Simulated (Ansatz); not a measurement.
Cartesian coordinates in Å:
```
F 2.6571 2.1373 1.7265
In 1.3201 1.0630 0.8570
O -0.3051 1.9428 0.2281
Si -1.6976 1.4213 -0.4605
O 1.6638 -0.8474 0.6507
Si 0.8729 -2.0852 -0.0753
H -2.0945 0.0912 0.0855
H -1.5403 1.2881 -1.9342
H -2.7688 2.4066 -0.1665
H 0.1617 -1.6157 -1.2996
H -0.1336 -2.6796 0.8454
H 1.8644 -3.1224 -0.4571
```

The species carries charge 0 and has multiplicity 1. In: def2 effective core potential.

Question: List the PBE0/def2-TZVPP orbital energies in eV (Ansatz 0.2.0). (Estimate.)

Answer: The calculation gave: Occupied: -1803.08, -1803.08, -672.96, -522.95, -522.95, -145.33, -145.33, -129.59, -100.02, -100.02, -99.98, -99.98, -99.97, -99.97, -86.18, -85.82, -85.81, -31.64, -27.57, -27.47, -22.69, -22.68, -22.66, -22.39, -22.28, -15.35, -15.07, -13.22, -11.93, -11.76, -11.28, -10.92, -10.91, -10.86, -10.84, -10.69, -9.31, -9.00, -8.80, -8.75. Lowest empty: -2.79, -1.19, 0.09, 0.28, 1.25, 1.35, 1.38, 1.60.
